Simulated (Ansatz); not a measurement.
Born–Oppenheimer molecular dynamics of Cl$_{3}$FH$_{5}$O$_{2}$SiTa (13 atoms, charge 0, multiplicity 1). It starts at the highest image of a converged band. Of that band: A vibrational analysis at the climbing image gives one clearly imaginary mode, 864i cm⁻¹, and a faint second one (22i cm⁻¹) that may be numerical noise or a soft torsion: probably a first-order saddle point.

All numbers below come from RKS PBE/def2-SVP in Ansatz.

```
ensemble                      : NVE (velocity Verlet)
time step                     : 0.5 fs
steps asked                   : 200
starting velocities drawn for : 300 K
seed                          : 10837
```

First frame:

```xyz
13
Properties=species:S:1:pos:R:3
Ta -0.076 -0.147 -0.081
O 2.028 -0.076 -0.262
H 2.518 0.213 0.534
Cl 0.354 -0.166 2.259
Cl -0.201 0.065 -2.415
F -0.461 1.687 0.073
Cl -2.101 -1.243 0.150
O 0.872 -2.046 -0.317
Si 0.735 -3.740 -0.487
H 1.194 -4.127 -1.862
H 1.618 -4.379 0.545
H -0.699 -4.109 -0.273
H 1.817 -1.318 -0.316
```

**Question.** How far do the bonds stretch over the last three quarters of this one trajectory? (Pairs bonded in most of those frames.)

**Answer.** 
| bond | mean (Å) | spread (Å) | shortest | longest |
| --- | --- | --- | --- | --- |
| Ta1–O2 | 1.956 | 0.031 | 1.91 | 2.05 |
| Ta1–Cl4 | 2.379 | 0.009 | 2.37 | 2.39 |
| Ta1–Cl5 | 2.355 | 0.022 | 2.33 | 2.40 |
| Ta1–F6 | 1.879 | 0.022 | 1.84 | 1.91 |
| Ta1–Cl7 | 2.367 | 0.039 | 2.29 | 2.42 |
| Ta1–O8 | 2.414 | 0.144 | 2.16 | 2.62 |
| O2–H3 | 0.977 | 0.003 | 0.97 | 0.98 |
| O8–Si9 | 1.738 | 0.024 | 1.70 | 1.78 |
| O8–H13 | 0.991 | 0.019 | 0.96 | 1.03 |
| Si9–H10 | 1.500 | 0.010 | 1.48 | 1.52 |
| Si9–H11 | 1.502 | 0.006 | 1.49 | 1.52 |
| Si9–H12 | 1.504 | 0.062 | 1.41 | 1.59 |

Pairs bonded in part of these frames only: Ta1–H3 13 %, Ta1–H13 32 %.

Mean temperature of the second half: 249 K. The conserved energy stayed within 0.078 meV per atom of its start (net change 0.046 meV per atom), so the integration is sound. A run of 0.1 ps of so small a system gives no equilibrium averages. The orbitals stay closed-shell, which can raise the energy where a bond breaks towards radicals; this wasn't checked here.

The run took 10 min on 4 threads of Arm Neoverse V2, with other jobs on the host, peak memory 0.3 GiB.
